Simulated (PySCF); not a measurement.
Atomic charges against the basis set

Compound: C3H4FNOSi.
Structure used (PBE0-D3(BJ)/def2-SVP), in Å, numbered top down from 1:
```xyz
11
C3H4FNOSi angstrom
C      1.663    0.307    0.567
C      1.381   -0.488   -0.465
O      0.160   -0.673   -1.026
Si    -1.304    0.001   -0.705
F     -2.354   -0.719   -1.680
C     -1.804   -0.412    1.030
N     -2.102   -0.640    2.126
H      2.690    0.365    0.928
H      0.907    0.901    1.088
H      2.144   -1.088   -0.968
H     -1.341    1.461   -0.910
```

PBE0 throughout (PySCF), one geometry, spherical d and f functions. Isolated species at its PBE0-D3(BJ)/def2-SVP geometry (one conformer only). The first 7 of 11 kinds of atom are listed.

Mulliken charges (e):

```
        basis  functions      C1      C2      O3     Si4      F5      C6      N7
       STO-3G         43  -0.220  +0.014  -0.355  +0.970  -0.224  -0.152  -0.183
        6-31G         75  -0.410  +0.187  -0.751  +1.337  -0.430  -0.148  -0.236
     pcSseg-0         75  -0.509  +0.143  -0.863  +1.703  -0.475  -0.316  -0.349
       6-31G*        110  -0.460  +0.150  -0.548  +0.991  -0.376  -0.026  -0.234
      cc-pVDZ        122  -0.131  +0.120  -0.360  +0.794  -0.279  -0.167  -0.089
     def2-SVP        122  -0.165  +0.159  -0.431  +0.915  -0.310  -0.274  -0.032
  aug-cc-pVDZ        201  +0.700  +0.791  -0.848  +1.302  -0.608  -0.036  -0.300
6-311+G(2d,p)        221  -0.237  +0.023  -0.626  +1.381  -0.465  -0.227  -0.216
    def2-TZVP        247  -0.325  +0.035  -0.268  +0.651  -0.281  -0.228  -0.008
      cc-pVTZ        270  -0.312  +0.040  -0.234  +0.619  -0.247  -0.198  -0.034
     IGLO-III        294  -0.263  +0.031  -0.413  +1.242  -0.452  -0.056  -0.292
     pcSseg-2        315  -0.178  +0.185  -0.518  +1.095  -0.386  -0.193  -0.110
```

IAO charges (e):

```json
{"basis": "STO-3G", "functions": "43", "C1": "-0.344", "C2": "-0.018", "O3": "-0.412", "Si4": "+1.160", "F5": "-0.344", "C6": "-0.211", "N7": "-0.132"}
{"basis": "6-31G", "functions": "75", "C1": "-0.392", "C2": "+0.052", "O3": "-0.545", "Si4": "+1.274", "F5": "-0.480", "C6": "-0.187", "N7": "-0.138"}
{"basis": "pcSseg-0", "functions": "75", "C1": "-0.387", "C2": "+0.058", "O3": "-0.545", "Si4": "+1.305", "F5": "-0.473", "C6": "-0.197", "N7": "-0.142"}
{"basis": "6-31G*", "functions": "110", "C1": "-0.380", "C2": "+0.073", "O3": "-0.581", "Si4": "+1.406", "F5": "-0.502", "C6": "-0.205", "N7": "-0.154"}
{"basis": "cc-pVDZ", "functions": "122", "C1": "-0.387", "C2": "+0.073", "O3": "-0.572", "Si4": "+1.386", "F5": "-0.500", "C6": "-0.205", "N7": "-0.148"}
{"basis": "def2-SVP", "functions": "122", "C1": "-0.378", "C2": "+0.074", "O3": "-0.571", "Si4": "+1.398", "F5": "-0.501", "C6": "-0.207", "N7": "-0.147"}
{"basis": "aug-cc-pVDZ", "functions": "201", "C1": "-0.398", "C2": "+0.071", "O3": "-0.578", "Si4": "+1.401", "F5": "-0.511", "C6": "-0.195", "N7": "-0.161"}
{"basis": "6-311+G(2d,p)", "functions": "221", "C1": "-0.397", "C2": "+0.070", "O3": "-0.588", "Si4": "+1.432", "F5": "-0.515", "C6": "-0.202", "N7": "-0.162"}
{"basis": "def2-TZVP", "functions": "247", "C1": "-0.397", "C2": "+0.074", "O3": "-0.591", "Si4": "+1.446", "F5": "-0.518", "C6": "-0.206", "N7": "-0.160"}
{"basis": "cc-pVTZ", "functions": "270", "C1": "-0.398", "C2": "+0.073", "O3": "-0.587", "Si4": "+1.433", "F5": "-0.514", "C6": "-0.205", "N7": "-0.158"}
{"basis": "IGLO-III", "functions": "294", "C1": "-0.398", "C2": "+0.071", "O3": "-0.591", "Si4": "+1.442", "F5": "-0.517", "C6": "-0.204", "N7": "-0.162"}
{"basis": "pcSseg-2", "functions": "315", "C1": "-0.398", "C2": "+0.073", "O3": "-0.591", "Si4": "+1.444", "F5": "-0.518", "C6": "-0.205", "N7": "-0.161"}
```

Task: Which scheme is steadiest as the basis changes?

Result: Largest range over the bases for any column: IAO 0.29 e, Mulliken 1.21 e. IAO charges move least and Mulliken charges most, counted in e. Without the minimal STO-3G basis the ranges are IAO 0.17, Mulliken 1.21 e.

Task: How much do the charges still move between the two largest bases, IGLO-III and pcSseg-2?

Result: At most, over all atoms: Mulliken 0.182 e, IAO 0.003 e.

Task: What do the same runs give for the total energy, the frontier levels and the dipole moment?

Result: 
```json
{"basis": "STO-3G", "energy (Eh)": "-627.5877", "HOMO (eV)": "-4.56", "LUMO (eV)": "3.46", "μ (D)": "2.82"}
{"basis": "6-31G", "energy (Eh)": "-635.4057", "HOMO (eV)": "-7.54", "LUMO (eV)": "-1.14", "μ (D)": "3.33"}
{"basis": "pcSseg-0", "energy (Eh)": "-634.4499", "HOMO (eV)": "-7.77", "LUMO (eV)": "-1.25", "μ (D)": "3.27"}
{"basis": "6-31G*", "energy (Eh)": "-635.5658", "HOMO (eV)": "-7.41", "LUMO (eV)": "-0.93", "μ (D)": "3.03"}
{"basis": "cc-pVDZ", "energy (Eh)": "-635.5972", "HOMO (eV)": "-7.52", "LUMO (eV)": "-1.03", "μ (D)": "2.98"}
{"basis": "def2-SVP", "energy (Eh)": "-635.2355", "HOMO (eV)": "-7.62", "LUMO (eV)": "-1.08", "μ (D)": "2.99"}
{"basis": "aug-cc-pVDZ", "energy (Eh)": "-635.6276", "HOMO (eV)": "-7.68", "LUMO (eV)": "-1.34", "μ (D)": "3.12"}
{"basis": "6-311+G(2d,p)", "energy (Eh)": "-635.7128", "HOMO (eV)": "-7.71", "LUMO (eV)": "-1.41", "μ (D)": "3.16"}
{"basis": "def2-TZVP", "energy (Eh)": "-635.7540", "HOMO (eV)": "-7.68", "LUMO (eV)": "-1.32", "μ (D)": "3.11"}
{"basis": "cc-pVTZ", "energy (Eh)": "-635.7362", "HOMO (eV)": "-7.65", "LUMO (eV)": "-1.23", "μ (D)": "3.07"}
{"basis": "IGLO-III", "energy (Eh)": "-635.7567", "HOMO (eV)": "-7.70", "LUMO (eV)": "-1.34", "μ (D)": "3.13"}
{"basis": "pcSseg-2", "energy (Eh)": "-635.7583", "HOMO (eV)": "-7.73", "LUMO (eV)": "-1.34", "μ (D)": "3.13"}
```

The dipole is fixed by the density alone, so its range of 0.51 D shows that the density itself changes with the basis, not only its division among atoms.
